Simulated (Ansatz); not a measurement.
H$_{2}$Ga (SMILES [GaH2+]), charge +1, singlet, at a GFN2-xTB geometry (such geometries of metal compounds can be far from the true shape); B3LYP/def2-SVP in Ansatz (a first-principles code).

The Ansatz input:
Ansatz 0.2 input:
```yaml
crystal:
  periodic: [false, false, false]
  atoms:
    - {symbol: Ga, position_ang: [0.00000000, 0.00000000, 0.00000000]}
    - {symbol: H, position_ang: [-0.00000000, -0.00000000, -1.56355402]}
    - {symbol: H, position_ang: [0.00000000, 0.00000000, 1.56355402]}
basis:
  gaussian:
    orbitals: def2-SVP
    nuclear_model: gaussian
hamiltonian:
  xc: b3lyp
total_charge: 1
```

Question: Predict the main parts of the log of this Ansatz run.

Answer: 
```
Functional definition: B3LYP
425 factors; integrals over basis functions are off by at most 1.6e-3 eV
mean field evaluation 1: about -52395.6275 eV, gradient 1.5e1 eV
mean field evaluation 2: about -52395.9413 eV, gradient 1.5e1 eV
mean field evaluation 4: about -52396.2094 eV, gradient 3.1e-1 eV
mean field evaluation 8: about -52396.2058 eV, gradient 7.1e-4 eV
mean field -52396.20584524 eV, -1925.5250493886 hartree, gradient 1.2e-5 eV, S^2 0.000000; 0 other end points of the search recorded, 0 dependent functions left out
reference -52396.20603630 eV, -1925.5250564101 hartree; 16, 16 occupied and 26, 26 virtual orbitals, 425 factors
Total energy: -52396.20603630 eV, -1925.5250564101 hartree
```
